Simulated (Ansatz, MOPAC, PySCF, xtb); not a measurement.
Pair of molecules: BFH2O2 (SMILES OB(O)F) (first 6 atoms) with HF (SMILES F); geometry from B3LYP-D3(BJ)/def2-TZVP, rigid monomers moved along the line of their centres of mass till O3···H8 is 2.42 Å.
(charge 0, multiplicity 1):
```xyz
8

O      1.1091     0.8348     0.2336
B      0.0276     0.0340     0.1597
O     -0.4567    -0.5168     1.3137
F     -0.5826    -0.2359    -1.0041
H      1.3992     1.1900    -0.6120
H     -1.2297    -1.0779     1.1930
F      0.3400    -0.4163     4.5720
H      0.1436    -0.4251     3.6541
```

Monomers are frozen at their geometry in the pair; levels with a basis set take the counterpoise correction. Rows marked so take none.

Rows in 6-31G* carry no dispersion term and start afresh at each structure (6-31G* with six Cartesian d functions). MP2/6-31G* freezes PySCF's default core. The state that PM6 reach isn't checked.

Programs: Ansatz (a quantum-chemistry and plane-wave program); MOPAC for PM6 (differences of heats of formation); PySCF for 6-31G* rows; xtb for the GFN methods. Each number belongs to the level named beside it.

Task: One of these levels gives -5.14 kcal/mol for the interaction energy. Which one is it?
(A) GFN2-xTB
(B) HF/aug-cc-pVDZ
(C) MP2/6-31G* (no counterpoise)
(D) PM6

Result: A, GFN2-xTB. The others give -2.37 (PM6), -4.21 (HF/aug-cc-pVDZ), -5.70 (MP2/6-31G* (no counterpoise))
